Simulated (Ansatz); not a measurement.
Ansatz (an electronic-structure program) input file for sulfur tetrafluoride anion (F4S), SMILES FS(F)(F)F (connectivity only; charge and spin as stated), charge -1, multiplicity 2, PBE/def2-SVPD. The structure is a stationary point at r2SCAN-D4/def2-SVPD. The multiplicity is an assumed one; other spin states were not compared.

Ansatz 0.2 input:
```yaml
crystal:
  periodic: [false, false, false]
  atoms:
    - {symbol: F, position_ang: [-0.22826582, 1.61342623, 0.00000001]}
    - {symbol: S, position_ang: [0.42779365, -0.25856602, -0.00000000]}
    - {symbol: F, position_ang: [0.33191614, -0.26670594, -1.77344935]}
    - {symbol: F, position_ang: [0.33191613, -0.26670595, 1.77344935]}
    - {symbol: F, position_ang: [-1.19608850, -0.62034141, -0.00000001]}
basis:
  gaussian:
    orbitals: def2-SVPD
hamiltonian:
  xc: {name: PBE}
total_charge: -1
magnetization: {spin_polarized: true, initial_magnetization: 1}
```

Program output:

```
WARN ansatz: RAYON_NUM_THREADS=1 ignored (pool sized by the plan → 1); use --threads N
Functional definition: PBE
integrals: 0.05 GiB planned
1010 factors; their error is unknown
mean field: 0.43 GiB planned
mean field evaluation 1: about -21674.3906 eV, gradient 2.6e1 eV
mean field evaluation 2: about -21635.5160 eV, gradient 1.0e2 eV
mean field evaluation 4: about -21677.3825 eV, gradient 8.8e0 eV
mean field evaluation 8: about -21677.6352 eV, gradient 1.5e-1 eV
mean field evaluation 16: about -21677.6032 eV, gradient 2.9e-4 eV
mean field -21677.60321984 eV, -796.6372247217 hartree, gradient 5.1e-5 eV, S^2 0.752518; 0 other end points of the search recorded, 0 dependent functions left out
reference -21677.60326643 eV, -796.6372264341 hartree; 27, 26 occupied and 92, 93 virtual orbitals, 1010 factors
Total energy: -21677.60326643 eV, -796.6372264341 hartree
```

The calculation finished and met its thresholds.

Cost: around 4 core-seconds (rough).
